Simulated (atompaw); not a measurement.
# What one change does to a pseudopotential (Tc (Z = 43), PAW (atompaw))

```json
{"Element": "Tc", "Generator": "atompaw 4.2.0.5", "Type": "PAW", "Functional": "PBE", "Relativity": "scalar-relativistic", "Frozen core": "[Ar] 3d10", "Valence charge": "15", "Reference configuration": "4s2 4p6 4d5 5s2 5p0", "Partial waves": "4s (bound): rc 1.85 bohr; 5s (bound): rc 2.30 bohr; 4p (bound): rc 1.90 bohr; 5p (bound, empty): rc 2.30 bohr; 4d (bound): rc 2.30 bohr; 4d channel at 1.35 Ry: rc 2.30 bohr", "Local potential": "ultrasoft scheme with l = 3 at 0 Ry, radius 2.20 bohr", "Core correction": "smooth core density matched at 1.20 bohr", "Augmentation charge": "sinc compensation charge, radius 1.70 bohr; PAW radius 2.30 bohr; waves and projectors: custom rrkj gramschmidtortho"}
```

Change: wave 4p (bound): rc 1.90 bohr becomes 4p (bound): rc 1.48 bohr.

Cutoffs: the cutoffs (Ry, on a coarse ladder) from which the occupation-weighted sum of valence levels, in a spherical-Bessel basis at the reference potential, stays within 10 and 1 mRy of its value at 400 Ry; they do not see the model core or the augmentation charge, which bear on the density cutoff.

What does the change do?

The potential gets harder (25 Ry and 40 Ry → 35 Ry and 70 Ry); the range in which the p phases agree narrows (upper end at the end of the scan → 1.0); neither file shows a bound ghost.

```csv
quantity,base,changed
"cutoff, loose",25 Ry,35 Ry
"cutoff, tight",40 Ry,70 Ry
loose cutoff by channel (10 mRy a level),"s 15 Ry, p 21 Ry, d 15 Ry","s 15 Ry, p 30 Ry, d 15 Ry"
bound ghosts,none,none
s: phases at 2.31 bohr within 0.05 rad from the reference energy up to (Ry; the scan ends near 5),-0.0,-0.0
p: phases at 2.31 bohr within 0.05 rad from the reference energy up to (Ry; the scan ends near 5),to the end of the scan,1.0
d: phases at 2.31 bohr within 0.05 rad from the reference energy up to (Ry; the scan ends near 5),2.6,2.6
lowest overlap eigenvalue by channel,"s 0.48, p 0.58, d 0.19","s 0.48, p 0.50, d 0.19"
```

 The cutoffs see the waves, projectors and local potential, not the compensation charge or the core.
